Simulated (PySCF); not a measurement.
## C₆ coefficients of unlike pairs at B97-3

Calculated with PySCF 2.14 from the dipole response of each species, C₆(A,B) = (3/π) ∫ α_A(iu) α_B(iu) du, in atomic units, from isotropic polarisabilities. For ions this is the dispersion term alone; charge-induced terms of lower order in 1/R come first.

```tsv
species	configuration	basis	relativity	α (bohr³)	C₆ (like pair)
Ru(3+)	[Kr] 4d5 (6S)	aug-cc-pVTZ-PP with ECP28MDF (6s6p5d3f2g)	core potential	4.951	22.46
Br	[Ar] 3d10 4s2 4p5 (2P)	def2-TZVPPD (7s6p5d1f)	none	21.40	171.4
N(3+)	[He] 2s2 (1S)	aug-cc-pwCVQZ (9s8p6d4f2g)	none	2.122	2.095
B(2+)	[He] 2s1 (2S)	dyall-av3z (15s9p3d2f)	spin-free X2C	7.169	9.584
```

(1) Estimate C₆ for B(2+) with Ru(3+).

No spin-orbit coupling is included.

The other pairs:

```json
{"pair": "Br, Ru(3+)", "C₆": "56.65"}
{"pair": "N(3+), Ru(3+)", "C₆": "6.513"}
{"pair": "B(2+), Br", "C₆": "38.41"}
{"pair": "N(3+), Br", "C₆": "18.84"}
{"pair": "B(2+), N(3+)", "C₆": "4.100"}
```

## Answers

(1) The integral gives 11.34. The combination rule 2 C_A C_B / (C_A α_B/α_A + C_B α_A/α_B) gives 11.00 and the geometric mean 14.67.
